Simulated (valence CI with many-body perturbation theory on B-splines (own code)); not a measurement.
Tc36+ in brief

Method: configuration interaction combined with many-body perturbation theory (CI+MBPT): five valence electrons over a frozen Dirac-Fock core [He], a basis of 9 s, 9 p, 8 d, 6 f, 3 g, 1 h functions for each j, with the one-electron correlation potential Σ1 (screened to all orders), the two-electron term Σ2, the three-electron term Σ3, Breit, model QED; selected single and double excitations, second order for the rest, scaled by the run's own slope (own B-spline code, finite nucleus).

The last digits are not significant, and no measured levels were compared; by estimate large intervals hold to a few tenths of a per cent, small ones and those within an open d or f shell to about a per cent. Among the levels kept, up to 5100 cm⁻¹ of a level comes from second order outside the variational space, and about a tenth of that is noise between levels of different J, which matters for small intervals.

Levels are named by their leading jj configuration (3d3/2^4 stands for four electrons in 3d with j = 3/2), which in mixed levels can hold well under half, so a name can repeat and another be missing.

Rates and lifetimes use the calculated energies. Strong lines usually hold to 10 to 20 %, long lifetimes can be off by a factor of two.

(1) What is the ground level?

(2) What is the ionisation energy?

(3) How well does LS coupling describe the low levels?

(4) Among levels below 3120.6 eV, which E1 lines absorb most strongly from the ground level?

(5) Name the longest-lived excited levels whose lifetime is computed, and their main decay.

Results:

(1) (2s^2 2p1/2^2 2p3/2) J=3/2, composition 42 % 2s²2p³ ²P° + 34 % 2s²2p³ ⁴S° + 23 % 2s²2p³ ²D°, g = 1.429.

(2) 5056.2 eV; NIST lists 5060 ± 40 eV (semi-empirical).

(3) Among the lowest 20 levels the leading LS term, summed over configurations, holds 65 % on average. For single configurations the figures are 65 % in LS and 96 % in jj coupling. Terms mix most in the J = 3/2 level at 2885.0 eV, where the leading one holds 26 %.

(4) to (2s^2 2p1/2^2 3d5/2) J=5/2 at 0.4200 nm, f = 0.423; to (2s^2 2p1/2 2p3/2 3d3/2) J=3/2 at 0.4033 nm, f = 0.366; to (2s^2 2p1/2 2p3/2 3d5/2) J=5/2 at 0.4046 nm, f = 0.317.

(5) (2s^2 2p1/2 2p3/2^2) J=5/2 at 126.7 eV lives 376 ns, mostly by M1 to (2s^2 2p1/2^2 2p3/2) J=3/2; (2s^2 2p1/2 2p3/2^2) J=1/2 at 148.5 eV lives 77.1 ns, mostly by M1 to (2s^2 2p1/2^2 2p3/2) J=3/2; (2s^2 2p1/2 2p3/2^2) J=3/2 at 110.4 eV lives 67.7 ns, mostly by M1 to (2s^2 2p1/2^2 2p3/2) J=3/2.
